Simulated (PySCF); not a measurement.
## Chlorine: a sound run and one with changed settings

Sound run: Cl²⁺ [Ne] 3s2 3p3, Cl³⁺ [Ne] 3s2 3p2. Computed with PySCF 2.14 in def2-SVP (4s3p1d, 18 functions), with no relativity, point nucleus. In the sound run the correlated levels freeze [Ne]. The sound run starts from symmetry-adapted Hartree-Fock orbitals and uses a fine grid where one is needed.

A second run was set up differently.

```
species   method  sound run (hartree)  changed run (hartree)  converged
   Cl²⁺      UHF           -458.05079             -453.24325        yes
   Cl²⁺     BP86           -458.66420             -453.72611        yes
   Cl²⁺   M06-2X           -458.61924             -453.74076        yes
   Cl²⁺      MP2           -458.12338             -453.24325        yes
   Cl³⁺      UHF           -456.62025             -451.71416        yes
   Cl³⁺     BP86           -457.20972             -452.17439        yes
   Cl³⁺   M06-2X           -457.17060             -452.18979        yes
   Cl³⁺      MP2           -456.67711             -451.72268        yes
   Cl³⁺  CCSD(T)           -456.70034             -451.72898        yes
```

Ionisation energy of Cl²⁺:

```
 method  sound run (eV)  changed run (eV)
    UHF          38.927            41.609
   BP86          39.578            42.224
 M06-2X          39.420            42.204
    MP2          39.355            41.377
SCS-MP2          39.191            41.330
```

What was changed?
A. all electrons correlated in a valence basis
B. too few SCF iterations
C. minimal basis
D. level shift left on

C. It used basis STO-3G. A minimal basis cannot let orbitals breathe on ionisation and holds almost no correlation.
